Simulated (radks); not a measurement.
Results of a calculation; reference values are marked as such.
W, configuration [Xe] 4f14 5d4 6s2 (the NIST ground configuration).

Level of theory: scalar-relativistic Kohn-Sham, PBE, spin-polarised, spherical densities, point nucleus; open shells are filled with parallel spins first (spin-orbit coupling, left out, can overturn this in heavy ions) (a radial shooting solver on a logarithmic mesh with Libxc functionals).

Energy parts (hartree):
total: -16142.5993
kinetic: 17790.4011
electron-nucleus: -39917.4919
Hartree: 6307.2830
exchange-correlation: -322.7915

Orbitals (lengths in bohr, moments of r in powers of bohr):
| orbital | occ. | eigenvalue (hartree) | <1/r> |
|---|---|---|---|
| 1s up | 1 | -2554.001 | 87.12 |
| 1s down | 1 | -2554.001 | 87.12 |
| 2s up | 1 | -440.8002 | 20.37 |
| 2s down | 1 | -440.7943 | 20.37 |
| 2p up | 3 | -385.4557 | 18.45 |
| 2p down | 3 | -385.4511 | 18.45 |
| 3s up | 1 | -101.5079 | 7.541 |
| 3s down | 1 | -101.5064 | 7.541 |
| 3p up | 3 | -85.12154 | 6.961 |
| 3p down | 3 | -85.11983 | 6.961 |
| 3d up | 5 | -66.28912 | 6.577 |
| 3d down | 5 | -66.28540 | 6.577 |
| 4s up | 1 | -20.93173 | 3.204 |
| 4s down | 1 | -20.92678 | 3.204 |
| 4p up | 3 | -15.55762 | 2.911 |
| 4p down | 3 | -15.55307 | 2.910 |
| 4d up | 5 | -8.75013 | 2.589 |
| 4d down | 5 | -8.74467 | 2.590 |
| 4f up | 7 | -1.21187 | 2.080 |
| 4f down | 7 | -1.19924 | 2.088 |
| 5s up | 1 | -2.91839 | 1.248 |
| 5s down | 1 | -2.86290 | 1.258 |
| 5p up | 3 | -1.60958 | 1.046 |
| 5p down | 3 | -1.53510 | 1.057 |
| 5d up | 4 | -0.19495 | 0.6492 |
| 5d down | 0 | -0.10952 | 0.6233 |
| 6s up | 1 | -0.22940 | 0.4088 |
| 6s down | 1 | -0.17496 | 0.3797 |

The highest occupied level is 6s down at -4.761 eV. For comparison, the ionisation energy in NIST's Atomic Spectra Database is 7.864 eV (measured). In exact Kohn-Sham theory the highest level is minus the ionisation energy, but local and semilocal functionals leave it too shallow, through self-interaction and a potential that decays too fast; potentials with the right tail come closer.
